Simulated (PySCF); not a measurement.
C₄H₁₃NSi.

```xyz
19

C      2.9614    -0.3493     0.1926
Si     1.3658     0.5754    -0.1783
C     -0.0985    -0.5715     0.2043
N     -1.3872    -0.1470    -0.2931
C     -2.3886    -1.1740    -0.1659
C     -1.8281     1.1101     0.2517
H      2.9918    -0.6715     1.2452
H      3.8385     0.2900     0.0103
H      3.0561    -1.2444    -0.4416
H      1.3180     1.8195     0.6553
H      1.3176     0.9859    -1.6167
H     -0.1068    -0.7786     1.3046
H      0.1599    -1.5355    -0.2703
H     -2.6111    -1.4433     0.8932
H     -3.3304    -0.8460    -0.6332
H     -2.0598    -2.0903    -0.6803
H     -2.7837     1.4053    -0.2083
H     -1.9782     1.0852     1.3567
H     -1.0988     1.9063     0.0359
```

The structure is a stationary point at PBE0-D3(BJ)/def2-SVP. Other conformers were not sampled.

The numbers are results of PBE/pcSseg-1 in PySCF, not measurements. Non-relativistic, no solvent.

Computed absolute GIAO shielding of each atom: isotropic value and principal components (ppm):
```tsv
atom	σ(iso)	σ11	σ22	σ33	span
C1	189.1	185.5	188.0	193.6	8.0
Si2	376.0	344.1	369.9	414.0	69.9
C3	131.4	100.4	109.0	184.7	84.3
N4	222.4	183.1	233.3	250.9	67.8
C5	128.0	100.2	102.5	181.4	81.2
C6	132.7	105.0	115.8	177.5	72.5
H7	31.1	26.6	29.3	37.6	11.0
H8	31.0	26.4	27.8	38.8	12.3
H9	31.1	26.7	29.1	37.7	11.1
H10	26.9	23.0	26.8	30.8	7.8
H11	27.0	23.6	25.9	31.4	7.8
H12	29.5	25.7	29.5	33.3	7.6
H13	29.2	24.5	29.0	34.1	9.6
H14	29.5	26.4	27.1	34.9	8.5
H15	28.8	24.8	26.0	35.7	10.9
H16	28.9	24.9	26.5	35.3	10.4
H17	29.0	25.0	26.4	35.4	10.4
H18	29.6	26.3	27.4	35.1	8.8
H19	28.6	23.8	28.0	34.1	10.3
```
